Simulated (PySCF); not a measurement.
## Nuclear repulsion and electron count by hand

System: HFSi (SMILES F[SiH]), singlet, geometry from GFN2-xTB. Level: DF-B3LYP/aug-cc-pVDZ (PySCF). Sums are taken with unrounded values, so a last digit can differ.

Coordinates (Å):

```
atom         x         y         z
----  --------  --------  --------
Si1   -0.24845  -0.32714   0.45770
H2    -0.88585  -1.16647  -0.57946
F3     0.48491   0.63850  -0.64760
```

### Question
Work out the nuclear repulsion energy and the numbers of alpha and beta electrons.

### Answer
In atomic units each pair adds Z_i Z_j / r_ij, with r in bohr (1 bohr = 0.529177 Å).
| pair | r (Å) | r (bohr) | Z_i Z_j | term (Eh) |
|---|---|---|---|---|
| Si1-H2 | 1.4787 | 2.7943 | 14 | 5.0103 |
| Si1-F3 | 1.6407 | 3.1005 | 126 | 40.6384 |
| H2-F3 | 2.2675 | 4.2849 | 9 | 2.1004 |
The sum is 47.7490 Eh; PySCF gives 47.7490 Eh. The atomic numbers add up to 24, so at charge +0 there are 24 electrons; multiplicity 1 means 0 unpaired, so 12 alpha and 12 beta.
